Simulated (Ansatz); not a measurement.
Diatomic NiH, multiplicity 4 (not the ground state: that is measured with 2S+1 = 2). No spin–orbit coupling. Ni is treated without relativity.

Seven points along R, fitted to fifth degree in 1/R; most abundant isotopes. Runs in def2 and cc sets follow the lowest solution found near the PBE0 minimum.

Correlated levels freeze the inner cores; with def2 sets outer-core shells near the valence are correlated too.

Programs: Ansatz (Gaussian orbitals). 

**Question.** What bond length and harmonic frequency does PBE0/def2-TZVPP give?

**Answer.** r_e = 1.587 Å, ω_e = 1665 cm⁻¹.

**Question.** What bond length and harmonic frequency does wB97X-V/def2-TZVPP give?

**Answer.** r_e = 1.579 Å, ω_e = 1710 cm⁻¹.

**Question.** What bond length and harmonic frequency does CCSD(T)/def2-TZVPP give?

**Answer.** r_e = 1.575 Å, ω_e = 1692 cm⁻¹.

Ansatz is a first-principles code.
